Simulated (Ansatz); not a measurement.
`B[B]([SiH3])[SnH3]` + `B[SiH2]Cl` → `B[SiH](Cl)[SnH3]` + `BB[SiH3]` at 600 K and 1 bar (formal exchange of groups at the Sn–B bond).

Program: Ansatz. Geometries: PBE0-D4/def2-TZVP. ΔE: electronic, gas phase. CCSD(T)/CBS is the MP2 limit (def2-TZVPP, def2-QZVPP) plus CCSD(T) − MP2 in def2-TZVPP, frozen cores. def2 core potentials past Kr. For Sn outer-core shells are correlated without core-valence functions, which leaves a few kJ/mol of doubt a bond.

```csv
species,CCSD(T)/CBS energy (Eh),H − E (kJ/mol),S (J/(mol·K))
`B[B]([SiH3])[SnH3]`,-557.42402,257.1,517.5
`B[SiH2]Cl`,-776.05948,145.5,370.9
`B[SiH](Cl)[SnH3]`,-991.28328,204.6,491.5
`BB[SiH3]`,-342.20223,199.8,395.6
```

H − E and S are ideal-gas, rigid-rotor, harmonic terms from PBE0-D4/def2-TZVP, for one conformer and one mirror image of each species. 1 Eh = 2625.50 kJ/mol, R = 8.31446 J/(mol·K).

Problem. By hand: ΔE, ΔH, ΔS and ΔG.

Solution. ΔE = (-991.28328) + (-342.20223) − (-557.42402) − (-776.05948) = -0.00201 Eh = -5.3 kJ/mol. Δ(H − E) = 204.6 + 199.8 − 257.1 − 145.5 = 1.8, so ΔH = -3.5 kJ/mol. ΔS = 491.5 + 395.6 − 517.5 − 370.9 = -1.3 J/(mol·K). ΔG = -3.5 − 600 × (-1.3)/1000 = -2.7 kJ/mol.

Problem. By hand: the equilibrium constant, and the temperature at which ΔG would vanish if ΔH and ΔS stayed fixed.

Solution. log₁₀ K = −ΔG/(RT ln 10) = 0.2. ΔG = 0 at ΔH/ΔS = 2692 K, far beyond where these terms or the molecules hold.

The number of gas molecules stays the same, so ΔS is small and ΔH decides. The sign of ΔG lies within the doubt. A doubt of 5 kJ/mol in ΔE shifts log₁₀ K by 0.4 here. Other conformers and mirror images would add mixing entropy, several J/(mol·K) or more a flexible species. Modes under 60 cm⁻¹, often nearly free rotors, make the harmonic entropy too high. These are equilibria of isolated gas molecules and say nothing of rates. Largest T1 diagnostic: 0.016 (customary marks: 0.02 for closed shells, 0.045 for open ones).
